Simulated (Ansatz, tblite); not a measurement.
Cost and result up the ladder for SiMe3(NHMe) (C₄H₁₃NSi) (19 atoms). Total charge 0; singlet. Geometry: PBE-D4/def2-SVP.

```
atom    x (Å)    y (Å)    z (Å)
 Si1   0.1234   0.2849  -0.2741
  C2  -1.5563   1.1351  -0.0956
  H3  -2.2836   0.7330  -0.8298
  H4  -1.4625   2.2283  -0.2618
  H5  -1.9839   0.9936   0.9186
  C6   1.3156   1.0449   0.9939
  H7   1.4162   2.1419   0.8534
  H8   2.3282   0.5980   0.9111
  H9   0.9582   0.8739   2.0310
 C10   0.8198   0.5208  -2.0143
 H11   1.8086   0.0287  -2.1264
 H12   0.9605   1.5983  -2.2382
 H13   0.1373   0.0982  -2.7794
 N14  -0.1010  -1.4463  -0.0693
 C15  -0.6320  -2.0673   1.1295
 H16   0.5684  -2.0416  -0.5644
 H17   0.1123  -2.2186   1.9514
 H18  -1.4479  -1.4441   1.5526
 H19  -1.0814  -3.0617   0.9115
```

Ansatz on 4 threads of Intel Xeon on a shared host; xTB runs through tblite on one thread. Times are rough, summed over both states, and most runs start from the orbitals of an earlier one. PBE0-D4/def2-TZVP serves as the yardstick here, not as an exact answer. Differences are given only for rows in sets of like size (and for xTB, whose basis is part of the method), since another set adds its own error. The other state is a doublet.

The xTB rows come from tblite. LC-ωPBE has ω = 0.4 bohr⁻¹. Correlated methods freeze 10 core orbitals. The rows differ in basis, and correlated rows in double-zeta sets carry the largest basis error.

Correlated methods converge slowly with the basis, most of all in double-zeta sets.

Raw xTB energies of ions are shifted by several eV.

```
            level  functions  vertical IE (eV)  difference from PBE0-D4/def2-TZVP (eV)
 PBE-D4/def2-TZVP        270              8.11                                   -0.20
         GFN1-xTB         55             13.47                                    5.16
LC-ωPBE/def2-TZVP        270              8.57                                    0.26
PBE0-D4/def2-TZVP        270              8.31                                    0.00
         GFN2-xTB         42             12.63                                    4.32
 CCSD(T)/def2-SVP        153              8.24                                       –
```

**Question.** Estimate how long each takes.

**Answer.** GFN2-xTB 0.055 s; GFN1-xTB 0.086 s; PBE-D4/def2-TZVP 18 s; LC-ωPBE/def2-TZVP 26 s; PBE0-D4/def2-TZVP 31 s; CCSD(T)/def2-SVP 4.2 min. On shared hardware such times vary by a factor of up to 3.
